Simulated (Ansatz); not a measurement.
`[F][Zn][Br]` + CH₃SH → `C[S][Zn][Br]` + H–F at 600 K and 1 bar (ligand exchange at a Zn–F bond).

Computed with Ansatz on PBE0-D4/def2-TZVP structures; ΔE is electronic, products minus reactants. CCSD(T)/CBS adds triple-zeta CCSD(T) − MP2 to the extrapolated MP2 energy (def2 sets, frozen cores). This one scheme is used for every species. For Br, Zn outer-core shells are correlated without core-valence functions, which leaves a few kJ/mol of doubt a bond. Scalar relativity is left out up to krypton. Each species was taken in one conformer, which may not be the lowest.

```tsv
species	CCSD(T)/CBS energy (Eh)	H − E (kJ/mol)	S (J/(mol·K))
`[F][Zn][Br]`	-4451.58211	38.8	323.2
CH₃SH	-438.22835	152.3	296.8
`C[S][Zn][Br]`	-4789.42259	154.6	429.5
H–F	-100.39570	42.3	194.0
```

H − E and S are ideal-gas, rigid-rotor, harmonic terms from PBE0-D4/def2-TZVP, for one conformer and one mirror image of each species. 1 Eh = 2625.50 kJ/mol, R = 8.31446 J/(mol·K).

**Question.** By hand: ΔE, ΔH, ΔS and ΔG.

**Answer.** ΔE = (-4789.42259) + (-100.39570) − (-4451.58211) − (-438.22835) = -0.00783 Eh = -20.6 kJ/mol. Δ(H − E) = 154.6 + 42.3 − 38.8 − 152.3 = 5.8, so ΔH = -14.8 kJ/mol. ΔS = 429.5 + 194.0 − 323.2 − 296.8 = 3.5 J/(mol·K). ΔG = -14.8 − 600 × (3.5)/1000 = -16.9 kJ/mol.

**Question.** By hand: the equilibrium constant, and the temperature at which ΔG would vanish if ΔH and ΔS stayed fixed.

**Answer.** log₁₀ K = −ΔG/(RT ln 10) = 1.5. ΔH and −TΔS have one sign here, so there is no such temperature. One of them is within its doubt of zero, so this could turn.

The number of gas molecules stays the same, so ΔS is small and ΔH decides. A doubt of 5 kJ/mol in ΔE shifts log₁₀ K by 0.4 here. Other conformers and mirror images would add mixing entropy, several J/(mol·K) or more a flexible species. These are equilibria of isolated gas molecules and say nothing of rates. Largest T1 diagnostic: 0.014 (customary marks: 0.02 for closed shells, 0.045 for open ones).
